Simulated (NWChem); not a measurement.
System: SiH₄S₂O₂; SMILES S[Si](O)(S)O

NWChem input:

```
start job
memory heap 200 mb stack 900 mb global 1100 mb
geometry units angstroms noautosym nocenter noautoz
  O     -1.251143    -0.203801     1.406689
  Si    -0.354057     0.014958     0.040183
  O     -1.446820     0.153823    -1.193691
  S      0.843522     1.783781    -0.025580
  S      0.979730    -1.641843    -0.055241
  H     -2.060752     0.316476     1.455331
  H     -1.100147     0.256031    -2.085201
  H      1.735519     1.333398     0.883631
  H      0.079843    -2.494556     0.485121
end
basis spherical
  * library pcsseg-1
end
dft
  xc slater vwn_5
  iterations 150
end
property
  shielding
end
task dft property
```

Structure relaxed at the PBE0/def2-SVP level.

GIAO values for the isolated, static molecule; σ is the absolute isotropic shielding, δ = σ(reference) − σ with the isolated reference molecule computed at the same levels (1H: tetramethylsilane, 17O: water).

Atoms are numbered as in the input.

Question: Give the results of this calculation. (LDA (Slater exchange, VWN5)/pcSseg-1, GIAO.) Quantities: δ O1 (ppm); δ O3 (ppm); σ S4 (ppm); σ S5 (ppm); δ H6 (ppm); δ H7 (ppm); δ H8 (ppm).

Answer: 
```yaml
"δ O1 (ppm)": 102.9
"δ O3 (ppm)": 106.1
"σ S4 (ppm)": 625.9
"σ S5 (ppm)": 640.0
"δ H6 (ppm)": 2.39
"δ H7 (ppm)": 2.10
"δ H8 (ppm)": 1.52
```
